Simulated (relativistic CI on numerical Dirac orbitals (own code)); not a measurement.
## What each ingredient does to the levels of Dy⁴²⁺

Base calculation: Dirac-Coulomb-Breit CI, separate exchange-only KLI orbitals for each configuration, QED by a radiative potential, unscaled Slater integrals.

Configuration list (outside the closed core [Ne]): 3s2 3p6 3d6, 3s2 3p5 3d7, 3s2 3p4 3d8, 3s 3p6 3d7, 3p6 3d8, 3s 3p5 3d8, 3s2 3p6 3d5 4s, 3s2 3p6 3d5 4p, 3s2 3p4 3d7 4s, 3s2 3p6 3d5 4d, 3s2 3p4 3d7 4p, 3s2 3p5 3d6 4s, 3s2 3p6 3d5 4f, 3s2 3p4 3d7 4d, 3s 3p5 3d7 4s, 3s2 3p5 3d6 4p, 3s2 3p5 3d6 4d, 3s2 3p6 3d4 4s2, 3s 3p6 3d6 4s, 3p6 3d7 4s, 3p6 3d7 4p, 3s2 3p6 3d5 5s, 3p6 3d7 4d, 3s 3p6 3d5 4s2. Levels of other configurations are missing.

The lowest level and the first level of each name with at least 55 % of one term (blank where a level has no safe partner in the second run):

```
            Level  Base (cm⁻¹)  Shift (cm⁻¹)
 3s2 3p6 3d6 3F_4            0             0
 3s2 3p6 3d6 5D_3       272212            -2
 3s2 3p6 3d6 3G_5       349823            -5
 3s2 3p6 3d6 3H_6       351080            -7
 3s2 3p6 3d6 5D_2       591073             0
 3s2 3p6 3d6 5D_0       613413            +1
 3s2 3p6 3d6 3H_5       668918            -6
 3s2 3p6 3d6 1I_6       696477            -8
 3s2 3p6 3d6 1D_2       999201            +7
 3s2 3p6 3d6 1S_0      1103988            +9
3s2 3p5 3d7 5G°_6      2496698         +2310
3s2 3p5 3d7 3P°_0      2575253         +2316
3s2 3p5 3d7 3D°_3      2581151         +2315
3s2 3p5 3d7 5G°_5      2822928         +2311
3s2 3p5 3d7 3I°_7      2982925         +2309
```

At this charge energies of transitions that change n are usually good to better than 1 %, and those within a shell (Δn = 0) to a few per cent.

Question: One thing was changed in a second run, which moved the levels as shown. Which?
A. configuration mixing switched off
B. Breit term removed
C. P86 correlation estimate
D. QED terms removed

Answer: C. P86 correlation estimate. A correlation estimate moves all levels of a configuration together before mixing; mixed levels move by a weighted share.

LS names give the leading component of a level, which can be under half, so a name can repeat, a term be missing and a line seem to break the LS rules.
